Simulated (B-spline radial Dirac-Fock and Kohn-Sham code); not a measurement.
**L3 edges in EELS at 300 kV and 5 mrad, Br to Ba**

Level of theory: the first Born approximation with generalised oscillator strengths from a Dirac-Hartree-Slater potential (longitudinal and transverse terms; continuum final states only, so no white lines or fine structure); a radial atomic solver. Partial cross sections in barn for windows above the edge. Edges are tabulated values, any marked * orbital energies of the model.

| Z | element | edge (eV) | Δ = 50 eV | Δ = 100 eV | Δ = 200 eV |
| --- | --- | --- | --- | --- | --- |
| 35 | Br | 1550.0 | 62.5 | 120 | 216 |
| 36 | Kr | 1678.4 | 50.8 | 96.4 | 173 |
| 37 | Rb | 1804.0 | 44.0 | 79.7 | 140 |
| 38 | Sr | 1940.0 | 31.9 | 60.0 | 108 |
| 40 | Zr | 2223.0 | 19.5 | 37.3 | 68.0 |
| 41 | Nb | 2371.0 | 15.8 | 30.2 | 55.1 |
| 48 | Cd | 3538.0 | 3.22 | 6.56 | 12.6 |
| 52 | Te | 4341.0 | 1.52 | 3.01 | 5.75 |
| 54 | Xe | 4786.0 | 1.09 | 2.10 | 3.97 |
| 56 | Ba | 5247.0 | 0.720 | 1.41 | 2.70 |

Values without a named source are computed, but for edge energies of neutral atoms, which are taken from tables.
